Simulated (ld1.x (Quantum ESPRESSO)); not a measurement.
## u(r) = r·R(r): atom against pseudo-atom (boron (B))

Columns: radius, all-electron u(r) and pseudo u(r) of the 2p shell (level -8.09 eV) of boron in the configuration [He] 2s2 2p0.5; PBE, scalar-relativistic, PAW scheme, ld1.x (Quantum ESPRESSO) 7.5.

```json
{"r (bohr)": "0.170", "all-electron": "0.0748", "pseudo": "0.0096"}
{"r (bohr)": "0.340", "all-electron": "0.2102", "pseudo": "0.0377"}
{"r (bohr)": "0.510", "all-electron": "0.3443", "pseudo": "0.0822"}
{"r (bohr)": "0.680", "all-electron": "0.4566", "pseudo": "0.1396"}
{"r (bohr)": "0.850", "all-electron": "0.5431", "pseudo": "0.2056"}
{"r (bohr)": "1.020", "all-electron": "0.6068", "pseudo": "0.2753"}
{"r (bohr)": "1.190", "all-electron": "0.6478", "pseudo": "0.3440"}
{"r (bohr)": "1.360", "all-electron": "0.6684", "pseudo": "0.4069"}
{"r (bohr)": "1.530", "all-electron": "0.6721", "pseudo": "0.4602"}
{"r (bohr)": "1.700", "all-electron": "0.6625", "pseudo": "0.5011"}
{"r (bohr)": "1.870", "all-electron": "0.6429", "pseudo": "0.5279"}
{"r (bohr)": "2.040", "all-electron": "0.6160", "pseudo": "0.5401"}
{"r (bohr)": "2.210", "all-electron": "0.5843", "pseudo": "0.5387"}
{"r (bohr)": "2.380", "all-electron": "0.5496", "pseudo": "0.5253"}
{"r (bohr)": "2.550", "all-electron": "0.5136", "pseudo": "0.5026"}
{"r (bohr)": "2.720", "all-electron": "0.4772", "pseudo": "0.4734"}
{"r (bohr)": "2.890", "all-electron": "0.4414", "pseudo": "0.4407"}
{"r (bohr)": "3.060", "all-electron": "0.4068", "pseudo": "0.4068"}
{"r (bohr)": "3.230", "all-electron": "0.3736", "pseudo": "0.3736"}
{"r (bohr)": "3.400", "all-electron": "0.3422", "pseudo": "0.3422"}
{"r (bohr)": "3.570", "all-electron": "0.3127", "pseudo": "0.3127"}
{"r (bohr)": "3.740", "all-electron": "0.2850", "pseudo": "0.2850"}
{"r (bohr)": "3.910", "all-electron": "0.2593", "pseudo": "0.2593"}
{"r (bohr)": "4.080", "all-electron": "0.2354", "pseudo": "0.2354"}
{"r (bohr)": "4.250", "all-electron": "0.2133", "pseudo": "0.2133"}
{"r (bohr)": "4.420", "all-electron": "0.1930", "pseudo": "0.1930"}
```

Question: How many radial nodes do the two functions have?

Answer: The all-electron 2p function has n − l − 1 = 0; the pseudo-wave has 0.

Question: At about which radius was the pseudo-wave matched?

Answer: 3.40 bohr. The columns agree to 0.0005 from 3.06 bohr on; several derivatives are matched, so the curves merge somewhat inside the radius.

Question: Where does each function peak?

Answer: Outermost all-electron maximum near 1.53 bohr, pseudo maximum near 2.04 bohr (to the table’s step).

Question: Is the pseudo-wave norm-conserving?

Answer: No, it belongs to a PAW set: the norm inside the radius is not constrained, and the difference is carried by the augmentation charge.
